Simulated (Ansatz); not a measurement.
Reaction (silylene formation by 1,1-elimination): `B[SiH2][SiH](N)F` → `B[SiH2]F` + `N[SiH]`

Computed with Ansatz on PBE0-D4/def2-TZVP structures; ΔE is electronic, products minus reactants. CBS: MP2 limit from def2 TZ/QZ plus the TZ coupled-cluster correction, frozen cores. This one scheme is used for every species. Functionals use def2-TZVPP. One conformer a species, not always the lowest.

`B[SiH2][SiH](N)F`:

Cartesian coordinates in Å:
```
B -0.712 -1.361 -1.422
Si -1.460 -0.020 -0.162
Si 0.434 0.437 1.163
N 1.668 1.026 0.155
F 0.804 -0.937 1.919
H -0.047 -1.007 -2.353
H -0.804 -2.534 -1.219
H -1.864 1.267 -0.793
H -2.553 -0.508 0.721
H 0.237 1.434 2.244
H 2.454 1.545 0.512
H 1.842 0.660 -0.765
```

`B[SiH2]F`:

Z-matrix (Å, degrees):
```
Si
F 1 1.607
B 1 2.000 2 113.6
H 1 1.490 2 107.3 3 -121.7
H 1 1.490 2 107.3 3 121.8
H 3 1.197 1 118.1 2 179.8
H 3 1.194 1 124.1 2 -0.2
```

`N[SiH]`:

```xyz
5

N     0.125   -0.241    0.494
Si    0.522   -0.009   -1.150
H    -0.662    0.160    0.980
H     0.687   -0.821    1.098
H    -0.672    0.911   -1.422
```

```tsv
species	B97M-V energy (Eh)
`B[SiH2][SiH](N)F`	-762.61639
`B[SiH2]F`	-416.56530
`N[SiH]`	-345.97896
```

Problem. Work out ΔE.

Solution. ΔE = (-416.56530) + (-345.97896) − (-762.61639) = 0.07213 Eh = +45.3 kcal/mol. CCSD(T)/CBS gives +44.6 kcal/mol.

Problem. What do rigid-rotor, harmonic-oscillator terms from PBE0-D4/def2-TZVP frequencies (298.15 K, 1 bar) make of the CCSD(T)/CBS value? (An estimate is asked.)

Solution. Computed: ΔZPE = -1.6 kcal/mol, ΔH = +43.0 kcal/mol, ΔS = 150 J/(mol·K), ΔG = +32.3 kcal/mol. Modes under 50 cm⁻¹ make the entropy rough.

Largest T1 diagnostic among the species: 0.015.

From PBE to PBE0 (25 % exact exchange), in def2-TZVPP and without D4, ΔE moves by +2.0 kcal/mol. Leaving LDA and LC-ωPBE aside and taking each functional with its dispersion term where it has one, the values, not all of them listed here, spread over 8.9 kcal/mol, from BLYP-D4 to r2SCAN0-D4. LDA lies +8.2 kcal/mol from PBE without D4.
